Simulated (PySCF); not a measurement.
BeCl (SMILES [Be+][Cl]), charge +1, singlet, geometry from GFN2-xTB (such geometries of metal compounds can be far from the true shape); B3LYP/6-31+G*, TDA run with PySCF.

Here is a job for PySCF.
```python
from pyscf import gto, scf, dft, tdscf

mol = gto.Mole()
mol.atom = '''
    Be   -0.000000   -0.000000   -1.345504
    Cl    0.000000    0.000000    0.316589
'''
mol.basis = '6-31+g*'
mol.charge = 1
mol.spin = 0
mol.verbose = 4
mol.build()

mf = dft.RKS(mol)
mf.xc = 'b3lyp'
mf.kernel()
td = mf.TDA()
td.nstates = 5
td.conv_tol = 1e-3
td.kernel()
td.analyze()
```

Output, abridged:

```
PySCF version 2.14.0

[INPUT] verbose = 4
[INPUT] num. atoms = 2
[INPUT] num. electrons = 20
[INPUT] charge = 1
[INPUT] spin (= nelec alpha-beta = 2S) = 0
[INPUT] symmetry False subgroup None
[INPUT] Mole.unit = angstrom
[INPUT] Symbol           X                Y                Z      unit          X                Y                Z       unit  Magmom
[INPUT]  1 Be     0.000000000000   0.000000000000  -1.345504000000 AA    0.000000000000   0.000000000000  -2.542634059507 Bohr   0.0
[INPUT]  2 Cl     0.000000000000   0.000000000000   0.316589000000 AA    0.000000000000   0.000000000000   0.598266504050 Bohr   0.0

nuclear repulsion = 21.6498417011322
number of shells = 18
number of NR pGTOs = 86
number of NR cGTOs = 40
basis = 6-31+g*
ecp = {}

******** <class 'pyscf.dft.rks.RKS'> ********
method = RKS
initial guess = minao
damping factor = 0
level_shift factor = 0
DIIS = <class 'pyscf.scf.diis.CDIIS'>
diis_start_cycle = 1
diis_space = 8
diis_damp = 0
SCF conv_tol = 1e-09
SCF conv_tol_grad = None
SCF max_cycles = 50
direct_scf = True
direct_scf_tol = 1e-13
XC library pyscf.dft.libxc version 7.1.2
    S. Lehtola, C. Steigemann, M. J. T. Oliveira, and M. A. L. Marques,  SoftwareX 7, 1–5 (2018)
XC functionals = b3lyp
    P. J. Stephens, F. J. Devlin, C. F. Chabalowski, and M. J. Frisch,  J. Phys. Chem. 98, 11623 (1994)
radial grids:
    Treutler-Ahlrichs [JCP 102, 346 (1995); DOI:10.1063/1.469408] (M4) radial grids

becke partition: Becke, JCP 88, 2547 (1988); DOI:10.1063/1.454033
pruning grids: <function nwchem_prune>
grids dens level: 3
symmetrized grids: False
atomic radii adjust function: <function treutler_atomic_radii_adjust>
small_rho_cutoff = 0
Set gradient conv threshold to 3.16228e-05
Initial guess from minao.
tot grids = 32608
init E= -475.157959870254
  HOMO = -0.407557978872154  LUMO = -0.165843345616018  gap/eV = 6.57739
cycle= 1 E= -474.596109488614  delta_E= 0.562  |g|= 0.26  |ddm|= 1.54
  HOMO = -0.550009166939051  LUMO = -0.442435871765627  gap/eV = 2.92722
cycle= 2 E= -474.559816980589  delta_E= 0.0363  |g|= 0.447  |ddm|= 0.983
  HOMO = -0.595118958742204  LUMO = -0.410096198815307  gap/eV = 5.03473
cycle= 3 E= -474.628301724093  delta_E= -0.0685  |g|= 0.00913  |ddm|= 0.56
  HOMO = -0.591134904652799  LUMO = -0.403382732146263  gap/eV = 5.10900
cycle= 4 E= -474.628326518856  delta_E= -2.48e-05  |g|= 0.0023  |ddm|= 0.0211
  HOMO = -0.591809854220019  LUMO = -0.403871802942589  gap/eV = 5.11405
cycle= 5 E= -474.628328264295  delta_E= -1.75e-06  |g|= 0.00105  |ddm|= 0.00472
  HOMO = -0.59163717824444  LUMO = -0.4037121755127  gap/eV = 5.11370
cycle= 6 E= -474.62832858915  delta_E= -3.25e-07  |g|= 5.19e-05  |ddm|= 0.00133
  HOMO = -0.591640150127417  LUMO = -0.403697321086905  gap/eV = 5.11418
cycle= 7 E= -474.628328591618  delta_E= -2.47e-09  |g|= 7.27e-06  |ddm|= 0.000147
  HOMO = -0.591638084106564  LUMO = -0.403697489095158  gap/eV = 5.11412
cycle= 8 E= -474.628328591645  delta_E= -2.69e-11  |g|= 4.57e-07  |ddm|= 1.4e-05
  HOMO = -0.591638371907046  LUMO = -0.403697624425908  gap/eV = 5.11413
Extra cycle  E= -474.628328591645  delta_E= -2.27e-13  |g|= 5e-07  |ddm|= 1.34e-06
converged SCF energy = -474.628328591645

******** <class 'pyscf.tdscf.rks.TDA'> for <class 'pyscf.dft.rks.RKS'> ********
nstates = 5 singlet
deg_eia_thresh = 1.000e-03
wfnsym = None
conv_tol = 0.001
eigh lindep = 1e-12
eigh level_shift = 0
eigh max_cycle = 100

Excitation energies (eV)
[3.85926262 3.85926262 5.93167885 7.04158095 7.07081767]

** Singlet excitation energies and oscillator strengths **
Excited State   1:      3.85926 eV    321.26 nm  f=0.0186
      10 -> 11        0.70685
Excited State   2:      3.85926 eV    321.26 nm  f=0.0186
       9 -> 11       -0.70685
Excited State   3:      5.93168 eV    209.02 nm  f=0.0277
       8 -> 11       -0.68965
       9 -> 13        0.10629
      10 -> 12       -0.10629
Excited State   4:      7.04158 eV    176.07 nm  f=0.0000
       9 -> 12        0.49138
      10 -> 13        0.49138
Excited State   5:      7.07082 eV    175.35 nm  f=0.0000
       9 -> 12       -0.49437
      10 -> 13        0.49437

** Transition electric dipole moments (AU) **
state          X           Y           Z        Dip. S.      Osc.
  1         0.2602      0.3596      0.0000      0.1970      0.0186
  2        -0.3596      0.2602     -0.0000      0.1970      0.0186
  3         0.0000      0.0000     -0.4362      0.1903      0.0277
  4         0.0000     -0.0000      0.0000      0.0000      0.0000
  5        -0.0000     -0.0000     -0.0000      0.0000      0.0000

** Transition velocity dipole moments (imaginary part, AU) **
state          X           Y           Z        Dip. S.      Osc.
  1         0.0269      0.0372      0.0000      0.0021      0.0099
  2        -0.0372      0.0269     -0.0000      0.0021      0.0099
  3        -0.0000      0.0000     -0.0821      0.0067      0.0206
  4         0.0000     -0.0000      0.0000      0.0000      0.0000
  5        -0.0000      0.0000     -0.0000      0.0000      0.0000

** Transition magnetic dipole moments (imaginary part, AU) **
state          X           Y           Z
  1         0.1271     -0.0920      0.0000
  2         0.0920      0.1271      0.0000
  3         0.0000     -0.0000      0.0000
  4         0.0000     -0.0000     -0.0000
  5         0.0000     -0.0000      0.0000
```
